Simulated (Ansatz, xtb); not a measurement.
# A geometry optimisation of BCl2HSi with r2SCAN-D4/def2-SVP

The starting geometry of this gas-phase singlet has its atoms placed at random.

```yaml
atoms:
  - { symbol: B, position_ang: [-0.1486, -0.9661, 0.8246] }
  - { symbol: Cl, position_ang: [0.0821, 0.1810, -0.9255] }
  - { symbol: Cl, position_ang: [-1.1743, 0.2439, 1.0444] }
  - { symbol: Si, position_ang: [1.0059, 1.7023, 0.0762] }
  - { symbol: H, position_ang: [-0.0931, 0.9056, 0.0172] }
```

Q: One run relaxed it with r2SCAN-D4/def2-SVP. What is a likely outcome?

A: It loosens into ClHSi + BCl, which stay close as a complex. Distances that change by over a tenth: Cl2–Cl3 (2.34 → 3.68 Å), Si4–H5 (1.36 → 1.54 Å). Contacts that open: B1–Cl2 (2.11 → 3.27 Å), Cl2–H5 (1.20 → 2.70 Å), Cl3–H5 (1.63 → 3.07 Å).

The energy falls by 9.93 eV over 21 steps:

```
step  E − E(last) (eV)
   1             9.926
   3             3.243
   5             1.061
   8             0.046
  10             0.020
  12             0.005
  14             0.001
  17             0.000
  19             0.000
  21             0.000
```

Final geometry (Å):

```xyz
5

B    -0.8992   -1.7703    0.9145
Cl    0.9755   -0.0033   -1.0943
Cl   -1.4116   -0.3047    1.6887
Si    0.9964    2.0786   -0.8273
H     0.0111    2.0666    0.3552
```

From the same start GFN2-xTB ends elsewhere, differing in B1–Cl2 (1.79 against 3.27 Å here), Cl3–Si4 (2.39 against 4.22 Å here).

From so rough a start the end depends on the optimiser's path, so another program may land elsewhere. No frequencies were run, so the end isn't proven a minimum. Run with Ansatz 0.2.0, 34 s on 2 threads of Intel(R) Xeon(R) Platinum 8259CL CPU @ 2.50GHz (Skylake/Cascade Lake) (shared host).
